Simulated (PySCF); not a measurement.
## Field gradients at the hydrogen positions

Species: C₃H₁₂O₂SSi₂.
Geometry (GFN2-xTB, Å), atoms numbered from 1 in this order:
```
atom  x, y, z in Å
C1    -2.8954   -0.1912    0.7321
C2    -1.4110   -0.4748    0.9174
O3    -0.6510    0.3224    0.0124
C4     0.2683   -0.3271   -0.8027
Si5    0.4810    0.8371   -2.3127
O6     1.4869   -0.5618   -0.1465
Si7    1.9897    0.3091    1.1193
S8     4.0024   -0.3777    1.3341
H9    -3.4734   -0.7698    1.4473
H10   -3.0878    0.8662    0.8905
H11   -3.2084   -0.4530   -0.2757
H12   -1.1979   -1.5357    0.7428
H13   -1.1072   -0.2256    1.9406
H14   -0.1022   -1.3219   -1.0975
H15    0.8816    2.1474   -1.8135
H16    1.5041    0.2566   -3.1826
H17   -0.8274    0.8846   -2.9623
H18    2.0007    1.7435    0.8637
H19    1.2980   -0.0152    2.3615
H20    4.0439   -1.1024    0.2289
```

Level: PBE0/pcSseg-1 (PySCF, non-relativistic); Q(2H) = 0.00286 b; rigid geometry, the same for H and D, with no vibrational averaging.

Task: Rank these positions by the coupling χzz of a deuteron there, largest first.
A. H10 (methyl hydrogen)
B. H17 (Si–H hydrogen)
C. H13 (methylene hydrogen)
D. H14 (methine hydrogen)
E. H20 (S–H hydrogen)

Result: A (212 kHz), C (193 kHz), D (185 kHz), E (177 kHz), B (110 kHz).

Task: Give the electric field gradient Vzz (the principal value of largest size), its asymmetry and the 2H coupling at each hydrogen.

Result: 
```tsv
atom	bonded to	bond length (Å)	Vzz (au)	η	χzz (kHz)
H9	C1	1.086	0.3166	0.03	213
H10	C1	1.086	0.3153	0.02	212
H11	C1	1.087	0.3145	0.03	211
H12	C2	1.096	0.2863	0.10	192
H13	C2	1.096	0.2871	0.07	193
H14	C4	1.102	0.2760	0.06	185
H15	Si5	1.458	0.1658	0.02	111
H16	Si5	1.463	0.1624	0.01	109
H17	Si5	1.462	0.1638	0.02	110
H18	Si7	1.457	0.1624	0.05	109
H19	Si7	1.458	0.1620	0.05	109
H20	S8	1.322	0.2629	0.11	177
```

Task: Average by the element that carries the hydrogen.

Result: on C: 201 kHz over 6 positions, mean bond length 1.092 Å; on Si: 110 kHz over 5 positions, mean bond length 1.460 Å; on S: 177 kHz over 1 position, mean bond length 1.322 Å.

Task: Give the 2H NMR doublet splittings at H18 for a magnetic field along the z, y and x axes of the gradient: 3χ/2, 3χ(1 + η)/4, 3χ(1 − η)/4.

Result: With |χ| = 109.1 kHz and η = 0.047: 164, 86 and 78 kHz, to first order and without motion.

The structure is a single GFN2-xTB conformer in the gas phase; no vibrational or solvent corrections. GFN2-xTB frequencies show an imaginary mode (65i cm⁻¹), so this geometry is no minimum at that level. GFN2-xTB bond lengths can be off by several hundredths of an ångström, more for odd bonds, and the gradients follow them. These gradients aren't converged with respect to the basis.

These values come from a run that also computed NMR shieldings. Time: 99 s (grids of density and orbitals included); peak memory 1.1 GiB. Hardware: Arm Neoverse N1, one thread, no GPU, shared host.
